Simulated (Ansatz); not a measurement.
C3H11NZr (`[CH3][Zr]([CH3])([CH3])[NH2]`) from Hartree–Fock to CCSD(T)

Cartesian coordinates in Å:
```
C -0.613 -0.591 1.925
Zr 0.126 0.177 -0.033
C -1.650 0.768 -1.232
C 1.250 -1.495 -0.977
N 1.342 1.751 0.350
H -1.165 0.170 2.488
H -1.291 -1.440 1.762
H 0.205 -0.942 2.566
H -1.646 1.832 -1.501
H -2.570 0.578 -0.663
H -1.716 0.193 -2.165
H 0.959 -1.625 -2.027
H 1.026 -2.436 -0.456
H 2.337 -1.357 -0.950
H 1.085 2.729 0.314
H 2.321 1.688 0.600
```

The species carries charge 0 and has multiplicity 1. Correlated methods include outer-core shells of Zr, which these sets cover unevenly. Zr: def2 effective core potential. The geometry is a stationary point of PBE0-D4/def2-TZVP. It is one conformer, not always the lowest. Frozen core, restricted reference, Ansatz.

| basis | HF (Eh) | MP2 corr. |
| --- | --- | --- |
| def2-SVP | -220.87183 | -0.87011 |
| def2-TZVPP | -221.08735 | -1.12184 |
| def2-QZVPP | -221.10039 | -1.22177 |

(1) Estimate the CCSD correlation energy and the (T) correction in each basis where they were run (hartree).

Answers

(1) 
| basis | CCSD corr. | (T) |
| --- | --- | --- |
| def2-SVP | -0.93098 | -0.03032 |
